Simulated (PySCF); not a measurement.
Spinor energies of Ca⁶⁺ (calcium, charge +6)

Start: [Ne] 3s2 3p2; 3p1/2 filled at m_j = -1/2, +1/2. Calculated with PySCF 2.14 in an uncontracted even-tempered set (20 s from 0.27 bohr⁻², ratio 2.4; 13 p from 0.35 bohr⁻², ratio 2.4; 5 d from 2.1 bohr⁻², ratio 2.6; 5 f from 3.1 bohr⁻², ratio 2.6): generalised Hartree-Fock with the X2C-1e Hamiltonian and a Gaussian nucleus; one run each with spin-orbit coupling (SO) switched off, then screened by Boettger's factors.

```tsv
spinor shell	electrons	ε, spin-free (eV)	ε, screened SO (eV)	weight of nominal j (screened SO)	rms radius, screened SO (bohr)
1s1/2	2	-4196.5	-4196.5	1.000	0.0888
2s1/2	2	-567.67	-567.63	1.000	0.390
2p1/2	2	-477.26	-480.77	0.906	0.358
3s1/2	2	-146.04	-146.02	1.000	1.12
3p1/2	2	-126.89	-126.97	0.554	1.16
```

Q: Where does 2p3/2 lie, and what is the 2p spin-orbit splitting (screened SO)?

A: At -475.46 eV, 5.304 eV above 2p1/2.

```tsv
quantity	spin-free	screened SO
E (hartree)	-667.79826	-667.80921
M_J	0	0
⟨J²⟩	2.004	1.745
⟨L²⟩	2.003	1.997
⟨S²⟩	2.001	1.992
```

The determinant has a definite M_J but mixes levels of different J.

Each row is a mean over spinors that exchange with the open shell spreads, by up to 10.316 eV (3s1/2).

Rows whose weight is well below 1 are mixtures of j = l ± 1/2: exchange outweighs spin-orbit coupling there, and the label is only the starting occupation.

Without spin-orbit coupling the j labels of p, d and f shells carry no meaning; the spin-free column gives the mean over the occupied spinors of each nl shell.
